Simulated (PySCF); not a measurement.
Can point charges reproduce the dipole moment of `C=C[C@@H]1CC(=O)[SiH2]N1`?

Coordinates (GFN2-xTB, Å) and charges (e) from the PBE0/pcSseg-1 density (PySCF):

```json
{"atom": "C1", "x": "2.101", "y": "0.717", "z": "-0.064", "Mulliken": "-0.1361", "IAO": "-0.3232", "Hirshfeld": "-0.1075", "ESP-fitted": "-0.4819"}
{"atom": "C2", "x": "1.581", "y": "-0.482", "z": "0.107", "Mulliken": "-0.1894", "IAO": "-0.1560", "Hirshfeld": "-0.0475", "ESP-fitted": "-0.0585"}
{"atom": "C3", "x": "0.299", "y": "-0.789", "z": "0.839", "Mulliken": "-0.0226", "IAO": "-0.0024", "Hirshfeld": "+0.0220", "ESP-fitted": "+0.0676"}
{"atom": "C4", "x": "-0.758", "y": "-1.294", "z": "-0.154", "Mulliken": "-0.1802", "IAO": "-0.3194", "Hirshfeld": "-0.0835", "ESP-fitted": "-0.2604"}
{"atom": "C5", "x": "-1.522", "y": "-0.099", "z": "-0.684", "Mulliken": "+0.0110", "IAO": "+0.1482", "Hirshfeld": "+0.0811", "ESP-fitted": "+0.4652"}
{"atom": "O6", "x": "-2.073", "y": "-0.082", "z": "-1.757", "Mulliken": "-0.3408", "IAO": "-0.3809", "Hirshfeld": "-0.2314", "ESP-fitted": "-0.4770"}
{"atom": "Si7", "x": "-1.416", "y": "1.284", "z": "0.637", "Mulliken": "+0.7224", "IAO": "+0.8116", "Hirshfeld": "+0.3603", "ESP-fitted": "+0.4600"}
{"atom": "N8", "x": "-0.292", "y": "0.341", "z": "1.527", "Mulliken": "-0.6457", "IAO": "-0.6814", "Hirshfeld": "-0.2384", "ESP-fitted": "-0.7115"}
{"atom": "H9", "x": "1.631", "y": "1.603", "z": "0.329", "Mulliken": "+0.1129", "IAO": "+0.1438", "Hirshfeld": "+0.0368", "ESP-fitted": "+0.2009"}
{"atom": "H10", "x": "3.019", "y": "0.865", "z": "-0.605", "Mulliken": "+0.1208", "IAO": "+0.1563", "Hirshfeld": "+0.0485", "ESP-fitted": "+0.1930"}
{"atom": "H11", "x": "2.073", "y": "-1.357", "z": "-0.296", "Mulliken": "+0.1042", "IAO": "+0.1434", "Hirshfeld": "+0.0462", "ESP-fitted": "+0.1127"}
{"atom": "H12", "x": "0.517", "y": "-1.575", "z": "1.577", "Mulliken": "+0.1336", "IAO": "+0.1427", "Hirshfeld": "+0.0430", "ESP-fitted": "+0.0931"}
{"atom": "H13", "x": "-0.330", "y": "-1.891", "z": "-0.959", "Mulliken": "+0.1414", "IAO": "+0.1603", "Hirshfeld": "+0.0510", "ESP-fitted": "+0.1165"}
{"atom": "H14", "x": "-1.495", "y": "-1.903", "z": "0.376", "Mulliken": "+0.1570", "IAO": "+0.1675", "Hirshfeld": "+0.0563", "ESP-fitted": "+0.1088"}
{"atom": "H15", "x": "-0.956", "y": "2.544", "z": "0.048", "Mulliken": "-0.0885", "IAO": "-0.1402", "Hirshfeld": "-0.0768", "ESP-fitted": "-0.0986"}
{"atom": "H16", "x": "-2.642", "y": "1.457", "z": "1.412", "Mulliken": "-0.0909", "IAO": "-0.1300", "Hirshfeld": "-0.0776", "ESP-fitted": "-0.1057"}
{"atom": "H17", "x": "0.254", "y": "0.672", "z": "2.305", "Mulliken": "+0.1908", "IAO": "+0.2598", "Hirshfeld": "+0.1175", "ESP-fitted": "+0.3758"}
```

Problem. Form Σ q r in debye for every column and set it beside the full dipole.

Solution. The full density gives (1.96, -0.38, 2.63) D, 3.31 D in size; dipole vectors point from the negative to the positive end.

| scheme | μx | μy | μz | size (D) | share of the full size (%) | angle to the full dipole (°) |
| --- | --- | --- | --- | --- | --- | --- |
| Mulliken | 1.56 | 0.56 | 2.10 | 2.68 | 81 | 19 |
| IAO | 1.19 | 0.18 | 2.63 | 2.89 | 87 | 16 |
| Hirshfeld | 1.04 | -0.16 | 2.00 | 2.26 | 68 | 10 |
| ESP-fitted | 1.97 | -0.40 | 2.65 | 3.32 | 100 | 0 |

Problem. Which set comes closest?

Solution. Length of the difference vector: ESP-fitted 0.02 D, IAO 0.96 D, Hirshfeld 1.14 D, Mulliken 1.15 D. Closest: ESP-fitted. ESP charges are fitted to the potential around the molecule, whose slowest-falling term is the dipole's. The schemes that divide the density aren't constrained to reproduce the dipole.

Problem. What is left for the Hirshfeld atoms' own dipoles?

Solution. The shares of the density sum to the whole, so what Σ q r misses lies in dipoles about the nuclei. The atomic dipoles sum to (1.96, -0.38, 2.63) − (1.04, -0.16, 2.00) = (0.92, -0.22, 0.63) D, 1.14 D in size.

Problem. With the origin at the mean of the coordinates, (0.000, 0.001, 0.273) Å, which are the largest single terms, by size, of the ESP-fitted dipole along the direction of the full one?

Solution. O6 +6.50, C5 -3.69, H17 +3.05, N8 -2.69, C1 -2.07 D; all 17 atoms together +3.32 D. The single terms depend on the origin, their sum doesn't.

Problem. Give the size of the full dipole in other units.

Solution. 3.31 D = 1.302 au = 0.689 e·Å = 11.04 × 10⁻³⁰ C·m.

Isolated species at its GFN2-xTB geometry (one conformer only).
